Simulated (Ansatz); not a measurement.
Stepwise reaction of `C[S][SnH]([Cl])[Cl]` with hydrogen, as a gas-phase model of exchange steps in deposition or etching. ΔE in kJ/mol.

Gas-phase electronic energies from Ansatz, PBE0-D4/def2-TZVP geometries. CCSD(T)/CBS is the MP2 limit (def2-TZVPP, def2-QZVPP) plus CCSD(T) − MP2 in def2-TZVPP, frozen cores. This one scheme is used for every species. DFT in def2-TZVPP. B3LYP here is the variant with VWN-RPA as its local correlation; programs differ in this. Elements past krypton have def2 core potentials. For Sn outer-core shells are correlated without core-valence functions, which leaves a few kJ/mol of doubt a bond. Each species was taken in one conformer, which may not be the lowest.

| step | reaction | PBE-D4 | B3LYP-D4 | ωB97M-V | CCSD(T)/CBS |
| --- | --- | --- | --- | --- | --- |
| 1 | `C[S][SnH]([Cl])[Cl]` + H₂ → `C[S][SnH2][Cl]` + HCl | 76.5 | 77.8 | 73.8 | 77.9 |

Give the row of step 2, `C[S][SnH2][Cl]` + H₂ → `C[S][SnH3]` + HCl. (An estimate is asked.)

The calculation gave: 
```csv
step,reaction,PBE-D4,B3LYP-D4,ωB97M-V,CCSD(T)/CBS
2,`C[S][SnH2][Cl]` + H₂ → `C[S][SnH3]` + HCl,80.6,82.3,78.6,83.1
```

By hand: ΔE of the 2 steps together at CCSD(T)/CBS.

(77.9) + (83.1) = 161.0 kJ/mol, or 80.5 kJ/mol a step.

In ΔE each step is higher than the one before. All are uphill at CCSD(T)/CBS. PBE-D4 differs from CCSD(T)/CBS by -2.5 to -1.4 kJ/mol a step. Isolated molecules leave out the surface, adducts and barriers. Largest T1 diagnostic: 0.012.
